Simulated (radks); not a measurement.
The numbers below are computed, except where a source is named.
Ionisation of neutral iridium, [Xe] 4f14 5d7 6s2, to Ir+, [Xe] 4f14 5d7 6s1, under several functionals. Dirac Kohn-Sham, spin-unpolarised, spherical densities, point nucleus; open shells fill j = l - 1/2 first; a radial shooting solver on a logarithmic mesh with Libxc functionals. Known Delta-SCF values: PW91 9.912 eV. What does LDA (Slater exchange, Perdew-Zunger correlation) give, and what is its highest occupied eigenvalue?

Answer. 10.142 eV by Delta-SCF; the 6s1/2 eigenvalue is -6.554 eV. NIST: 8.967 eV (measured).

Beside tabulated values, note that spin-unpolarised runs miss the spin-polarisation part of the exchange energy of open shells.
